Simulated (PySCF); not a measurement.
Point groups of optimised structures. Theory: PBE0/pcSseg-1 in PySCF (dipole) on a GFN2-xTB geometry, gas phase. The symmetry is that of the one conformer found, every atom within 0.08 Å of its image; none is proved a minimum here.

(1) What symmetry has `[CH:1]#[C:2][c:3]1[n:4][n:5][c:6]([CH:7]([CH3:8])[CH3:9])[s:10]1` with N5–C6–C7–C8 119°?

(2) Point group, rotor type and polarity of `[CH3:1][NH:2][SiH2:3][N:4]([SiH3:5])[SiH2:6][C:7]#[N:8]` with C1–N2–Si3–N4 -178°, N2–Si3–N4–Si5 -129°, Si3–N4–Si6–C7 -115°?

(3) Point group, rotor type and polarity of `[CH3:1][O:2][CH2:3][CH2:4][P:5]([PH2:6])[CH:7]1[CH2:8][CH2:9]1` with C1–O2–C3–C4 -175°, O2–C3–C4–P5 45°, C3–C4–P5–P6 166°, C4–P5–P6–H -74° and -165°, C4–P5–C7–C8 -132°?

(4) What symmetry has `[CH3:1]/[C:2](=[CH:3]/[F:4])[C@H:5]1[CH2:6][CH2:7][O:8][SiH2:9][O:10]1` with C1–C2–C5–C6 -92°, C2–C5–C6–C7 180°, C5–C6–C7–O8 -61°, C6–C7–O8–Si9 38°, C7–O8–Si9–O10 -11°?

Results:

(1) Cs; near-prolate asymmetric top; symmetry number 1; 2 operations, which sort the 18 atoms into 14 sets; dipole 3.36 D, in the ab plane, which is the mirror; A, B, C = 3052, 681.5, 632.6 MHz.

(2) C1; asymmetric top; symmetry number 1; this conformer is chiral (no improper operation); dipole 3.47 D.

(3) C1; asymmetric top; symmetry number 1; this conformer is chiral (no improper operation); dipole 2.16 D.

(4) C1; asymmetric top; symmetry number 1; this conformer is chiral (no improper operation); dipole 1.48 D; A, B, C = 2038, 736.3, 617.7 MHz.
